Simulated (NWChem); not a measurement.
# GaH3; SMILES [GaH3]

```xyz
4

Ga     0.0000     0.0000     0.0000
H      1.1176     1.1176     0.0000
H      0.4091    -1.5267     0.0000
H     -1.5267     0.4091     0.0000
```
Atoms are numbered in this order, from 1.

Results from NWChem. Coordinates come from a PBE-D3(BJ)/def2-SVP optimisation. Vzz is the largest principal value of the second derivative of the potential at the nucleus (NWChem prints the opposite sign); η is the asymmetry. Non-relativistic.

Predict the results for CAM-B3LYP/def2-TZVP. Quantities: Vzz Ga1 (a.u.); η Ga1.


```yaml
Vzz Ga1 (a.u.): 4.204
"η Ga1": 0.00
```
